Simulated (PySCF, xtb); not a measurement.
C₂H₇NOSi₂, SMILES CC1=N[SiH2]O[SiH2]1.

GFN2-xTB in xtb at its own geometry gives an orbital gap of 2.30 eV and a dipole moment of 1.85 D.

Coordinates come from a B3LYP-D3(BJ)/def2-SVP optimisation. This is a generated structure with no PubChem entry under its InChIKey; it may be hypothetical.

### Question
What does CAM-B3LYP/def2-TZVP (PySCF) give? (An estimate is asked for; the answer gives what the named calculation found.)

### Answer
gap 8.44 eV (levels -8.28 and 0.16 eV), dipole 1.68 D.
